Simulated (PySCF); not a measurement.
Species: C7H8O2.
Geometry (GFN2-xTB, Å), atoms numbered from 1 in this order:
```xyz
17
C7H8O2 angstrom
C     -1.8934    0.8674    0.8923
O     -1.2993   -0.3951    1.1041
C     -1.1095   -1.1205   -0.0547
C     -0.0194   -2.1290   -0.0685
C      0.1309   -0.8865   -0.9243
C      1.0661    0.1038   -0.5405
C      1.8439    0.9493   -0.1631
C      2.7674    1.9453    0.2470
O      3.3259    2.7331   -0.4742
H     -2.8596    0.7675    0.3839
H     -2.0439    1.3034    1.8771
H     -1.2400    1.5150    0.2982
H     -2.0278   -1.3289   -0.6054
H     -0.1818   -3.0710   -0.5680
H      0.5945   -2.1817    0.8170
H      0.0015   -0.9957   -1.9949
H      2.9376    1.9355    1.3439
```

The closed-shell SCF was solved with PySCF and density fitting under several settings on one GFN2-xTB geometry (grid level 2 and gas phase unless stated).

```csv
settings,basis functions,SCF cycles,E (Eh),HOMO (eV),LUMO (eV),dipole (D)
PBE0/pcSseg-1,193,16,-421.3455,-7.37,-1.66,4.42
PBE0/def2-SVPD,250,16,-421.1088,-7.45,-1.79,4.57
"B97-2/pcseg-1, grid level 1, start guess vsap",166,15,-421.6410,-7.17,-1.74,4.47
```

Estimate the rows for these settings: (1) KT2/def2-SVP, start guess atom; (2) PBE0/6-31G-J.

| settings | basis functions | SCF cycles | E (Eh) | HOMO (eV) | LUMO (eV) | dipole (D) |
| --- | --- | --- | --- | --- | --- | --- |
| KT2/def2-SVP, start guess atom | 166 | 13 | -428.5496 | -5.88 | -2.38 | 4.30 |
| PBE0/6-31G-J | 140 | 16 | -421.3315 | -7.22 | -1.50 | 4.45 |

Over all rows, what range does the HOMO–LUMO gap span?

From 3.50 eV (KT2/def2-SVP, start guess atom) to 5.72 eV (PBE0/6-31G-J). The functional of the narrowest has no exact exchange, that of the widest 25 % exact exchange.

Compare two rows with the functional PBE0: PBE0/6-31G-J and PBE0/def2-SVPD. Which energy is lower, and by how much?

PBE0/6-31G-J (140 functions) lies 0.2227 Eh or 140 kcal/mol below PBE0/def2-SVPD (250 functions). The smaller set gives the lower energy; the two sets aren't nested, so the variational bound doesn't order them by size.

Whole jobs, the steps after the SCF included, on one thread, Arm Neoverse V1 (aarch64), shared host:

```json
{"settings": "PBE0/pcSseg-1", "work after the SCF": "shieldings, ring-centre shieldings, charges and field gradients", "wall time": "28 s", "peak memory": "0.85 GiB"}
{"settings": "PBE0/def2-SVPD", "work after the SCF": "6 singlets by full TDDFT, 2 Tamm–Dancoff triplets, polarisability", "wall time": "47 s", "peak memory": "0.99 GiB"}
{"settings": "B97-2/pcseg-1, grid level 1, start guess vsap", "work after the SCF": "spin–spin couplings from 8 perturbed nuclei, spin–dipole term left out", "wall time": "19 s", "peak memory": "0.83 GiB"}
{"settings": "KT2/def2-SVP, start guess atom", "work after the SCF": "shieldings, ring-centre shieldings, charges and field gradients", "wall time": "33 s", "peak memory": "0.66 GiB"}
{"settings": "PBE0/6-31G-J", "work after the SCF": "spin–spin couplings from 8 perturbed nuclei, spin–dipole term left out", "wall time": "19 s", "peak memory": "0.80 GiB"}
```

Cycle counts include a coarse-grid stage where the run had one. KT2 was designed for NMR shieldings or shifts; total energies of different functionals aren't comparable.

One conformer stands for the species.
